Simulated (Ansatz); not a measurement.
Born–Oppenheimer molecular dynamics of BF₂HO (5 atoms, charge 0, multiplicity 1). It starts from a relaxed structure.

The calculation used RKS PBE0/def2-SVP in Ansatz 0.2.0.

| Property | Result |
| --- | --- |
| ensemble | NVE (velocity Verlet) |
| time step | 0.5 fs |
| steps asked | 166 |
| starting velocities drawn for | 1000 K |
| seed | 97092 |

First frame:

```xyz
5
Properties=species:S:1:pos:R:3
B 0.006 -0.080 -0.057
F -0.048 -0.124 1.269
F 1.158 0.215 -0.625
O -1.069 -0.326 -0.822
H -1.856 -0.531 -0.308
```

(1) How far do the bonds stretch over the last three quarters of this one trajectory? (Pairs bonded in most of those frames.)

Answers

(1) 
| bond | mean (Å) | spread (Å) | shortest | longest |
| --- | --- | --- | --- | --- |
| B1–F2 | 1.327 | 0.028 | 1.27 | 1.38 |
| B1–F3 | 1.316 | 0.034 | 1.25 | 1.37 |
| B1–O4 | 1.343 | 0.021 | 1.31 | 1.38 |
| O4–H5 | 0.967 | 0.011 | 0.95 | 0.99 |

Mean temperature of the second half: 487 K. The conserved energy stayed within 0.17 meV per atom of its start (net change 0.12 meV per atom), so the integration is sound. Over the second half the temperature averaged 0.49 of the 1000 K drawn at the start: a run that starts near a minimum puts about half its kinetic energy into the potential. A run of 0.083 ps of so small a system gives no equilibrium averages.

Time of the run: 3.5 min on 1 thread of Arm Neoverse V1, with other jobs on the host, peak memory 0.1 GiB.
